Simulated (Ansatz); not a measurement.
Computed with Ansatz.

A structure relaxed at PBE0-D4/def2-TZVP, charge 0, multiplicity 1:

```xyz
24

C    -0.341    2.720    0.020
C    -0.787    1.901   -1.184
C    -0.826    0.421   -0.953
C    -0.276   -0.567   -1.801
C    -0.561   -1.837   -1.262
C    -1.298   -1.647   -0.074
C    -1.461   -0.258    0.120
Hf    0.980   -0.682    0.432
N     1.666   -2.581    0.729
N     0.996    0.039    2.345
F     2.342    0.419   -0.397
H     0.700    2.505    0.275
H    -0.958    2.513    0.898
H    -0.412    3.789   -0.191
H    -1.786    2.228   -1.494
H    -0.123    2.104   -2.028
H     0.301   -0.368   -2.693
H    -0.255   -2.785   -1.678
H    -1.658   -2.426    0.584
H    -1.979    0.207    0.945
H     2.508   -2.739    1.268
H     1.350   -3.462    0.356
H     1.109    1.007    2.613
H     0.768   -0.499    3.169
```

(1) Give its formula and SMILES.

(2) Point group (tolerance 0.08 Å, 0.16 Å for H)?

(3) Summarise the bond lengths by kind.

## Answers

(1) C7H13FHfN2, `CC[C@@]12[C@H]3[C@H]4[C@H]5[C@@H]1[Hf]4532([NH2])([NH2])[F]`.

(2) C1.

(3) 7 × C–C 1.408 to 1.523 Å; 9 × C–H 1.080 to 1.096 Å; 5 × C–Hf 2.497 to 2.565 Å; 2 × Hf–N 2.041 to 2.045 Å; 1 × F–Hf 1.937 Å; 4 × H–N 1.007 to 1.012 Å.
